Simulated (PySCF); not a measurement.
3-silylpropylsilane (C₃H₁₂Si₂), SMILES [SiH3]CCC[SiH3]. Geometry optimised at ωB97X-D3(BJ)/def2-SVP. Other conformers were not sampled.

Computed equilibrium geometry at ωB97X-D3(BJ)/def2-SVP (PySCF confirms it by a frequency run) as Cartesian coordinates in Å, and its point group (one conformer of several):
point group C2.
```xyz
17

Si     2.0645    -0.1810    -0.5999
C      0.9957     0.8238     0.5904
C      0.0000     0.0000     1.4228
C     -0.9957    -0.8238     0.5904
Si    -2.0645     0.1810    -0.5999
H      2.6881    -1.3302     0.1257
H      3.1495     0.6792    -1.1591
H      1.2712    -0.7280    -1.7403
H      1.6807     1.3670     1.2643
H      0.4715     1.6041     0.0095
H     -0.5634     0.6777     2.0879
H      0.5634    -0.6777     2.0879
H     -0.4715    -1.6041     0.0095
H     -1.6807    -1.3670     1.2643
H     -3.1495    -0.6792    -1.1591
H     -2.6881     1.3302     0.1257
H     -1.2712     0.7280    -1.7403
```
Charge 0, spin multiplicity 1.
